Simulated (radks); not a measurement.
Problem. Radial electron density D(r) = 4 pi r^2 rho(r) of an atom or ion with 27 electrons. Method: scalar-relativistic Kohn-Sham, r2SCAN, spin-unpolarised, spherical densities, finite nucleus; meta-GGA in the generalised Kohn-Sham scheme; Fermi nuclear charge, rms radius of each element as measured or else 0.836 A^(1/3) + 0.57 fm; computed with a radial shooting solver on a logarithmic mesh with Libxc functionals.

| r (bohr) | D(r) (e/bohr) |
|---|---|
| 0.006758 | 7.028 |
| 0.007743 | 8.660 |
| 0.008871 | 10.58 |
| 0.01016 | 12.81 |
| 0.01164 | 15.34 |
| 0.01334 | 18.15 |
| 0.01528 | 21.17 |
| 0.01751 | 24.30 |
| 0.02006 | 27.40 |
| 0.02298 | 30.26 |
| 0.02633 | 32.67 |
| 0.03017 | 34.40 |
| 0.03456 | 35.24 |
| 0.0396 | 35.10 |
| 0.04537 | 34.01 |
| 0.05197 | 32.21 |
| 0.05955 | 30.16 |
| 0.06822 | 28.46 |
| 0.07816 | 27.72 |
| 0.08955 | 28.41 |
| 0.1026 | 30.62 |
| 0.1175 | 33.91 |
| 0.1357 | 37.52 |
| 0.1555 | 39.75 |
| 0.1782 | 39.74 |
| 0.2041 | 37.02 |
| 0.2339 | 32.07 |
| 0.2679 | 26.21 |
| 0.307 | 21.16 |
| 0.3517 | 18.32 |
| 0.4029 | 18.06 |
| 0.4616 | 19.66 |
| 0.5289 | 21.55 |
| 0.6059 | 22.27 |
| 0.6942 | 21.06 |
| 0.7953 | 18.15 |
| 0.9112 | 14.29 |
| 1.044 | 10.36 |
| 1.196 | 6.980 |
| 1.37 | 4.418 |
| 1.57 | 2.646 |
| 1.799 | 1.500 |
| 2.061 | 0.7981 |
| 2.361 | 0.3911 |
| 2.705 | 0.1723 |
| 3.099 | 0.06644 |
| 3.55 | 0.02181 |
| 4.067 | 0.005931 |
| 4.66 | 0.001296 |
| 5.339 | 0.0002205 |

What is the nuclear charge?

Solution. Z = 29. The innermost maximum, from 1s, lies near gamma/Z bohr with gamma = sqrt(1 - (Z/c)^2) = 0.977, here 0.0337 bohr (found: 0.0363), and its height grows with Z. The density is that of the copper ion Cu2+ in [Ne] 3s2 3p5 3d10; the configuration itself is not fixed sharply by these data, and Z only to about a unit. D(r) has 3 maxima, at r = 0.0363, 0.167, 0.596 bohr, and minima at 0.0788, 0.381 bohr, inside which lie 2.11, 10.94 electrons.
